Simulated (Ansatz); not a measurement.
Reaction (formal exchange of groups at a Ga–H bond): `C[O][GaH][SH]` + `O=CO[SiH3]` → `C[O][Ga]([SH])[O][SiH3]` + `C=O`

Gas-phase electronic energies from Ansatz, PBE0-D4/def2-TZVP geometries. CBS: MP2 limit from def2 TZ/QZ plus the TZ coupled-cluster correction, frozen cores. This one scheme is used for every species. DFT in def2-TZVPP. For Ga outer-core shells are correlated without core-valence functions, which leaves a few kJ/mol of doubt a bond. Scalar relativity is left out up to krypton. One conformer a species, not always the lowest.

| level | ΔE (eV) |
| --- | --- |
| r2SCAN | -0.18 |
| SCS-MP2/def2-TZVPP | -0.48 |
| MP2/def2-QZVPP | -0.44 |
| SCS-MP2/def2-QZVPP | -0.48 |

(1) What does CCSD(T)/CBS give? (Estimate.)

Largest T1 diagnostic among the species: 0.016.

Results:

(1) Ansatz gave: -0.41 eV. The listed levels differ from it by 0.23, -0.07, -0.03, -0.07 eV.

From PBE to PBE0 (25 % exact exchange), in def2-TZVPP and without D4, ΔE moves by −0.08 eV. The D4 term adds −0.05 eV with B3LYP and −0.03 eV with PBE0; it sums over pairs of atoms, weighted by their polarisabilities, and B3LYP, whose exchange is more repulsive, gets the larger term.

B3LYP here is the variant with VWN-RPA as its local correlation; programs differ in this.
